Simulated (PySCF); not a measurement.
Geometry (Å), atoms numbered from 1 in this order:
```xyz
14

B     1.2476    2.0658   -0.0020
H     1.6988    2.5104    1.0294
H     1.4248    2.6707   -1.0354
C     0.4547    0.7464    0.0006
C     0.2303    0.0334    1.1965
C    -0.4902   -1.1564    1.2042
C    -1.0035   -1.6605    0.0075
C    -0.7974   -0.9773   -1.1926
C    -0.0766    0.2123   -1.1917
H     0.6339    0.4302    2.1321
H    -0.6554   -1.6961    2.1399
H    -1.5702   -2.5953    0.0102
H    -1.2020   -1.3774   -2.1254
H     0.0858    0.7499   -2.1301
```

Geometry: PBE0-D3(BJ)/def2-SVP; GIAO absolute shieldings from PySCF 2.14.0 with density-fitted response routines, gas phase, non-relativistic, averaged over equivalent atoms.

At wB97X-D/pcSseg-1 (154 basis functions, 17 s wall time on 1 thread of an Intel Xeon 6975P-C, shared host):
```tsv
atoms	σ (ppm)
B1	28.6
H10/H14	23.20
H12	23.63
H11/H13	23.76
H2/H3	24.23
C5/C9	32.8
C4	38.3
C7	42.0
C6/C8	50.6
```

What do these become at PBE0/pcSseg-1?

## Answers


```
  atoms  σ at PBE0/pcSseg-1  change
     B1                24.9    -3.7
H10/H14               23.08   -0.12
    H12               23.53   -0.10
H11/H13               23.63   -0.13
  H2/H3               24.00   -0.23
  C5/C9                33.9    +1.1
     C4                37.3    -1.0
     C7                42.9    +0.9
  C6/C8                51.2    +0.6
```

The largest change is at B1 (boron bonded to C, 2 H). Cost: 154 basis functions, 16 s wall time on 1 thread of an Intel Xeon 6975P-C, shared host. The order of the carbon signals is the same at both levels.

A carbon bonded to boron is broadened by the quadrupolar boron nucleus and is often missing from a measured spectrum.
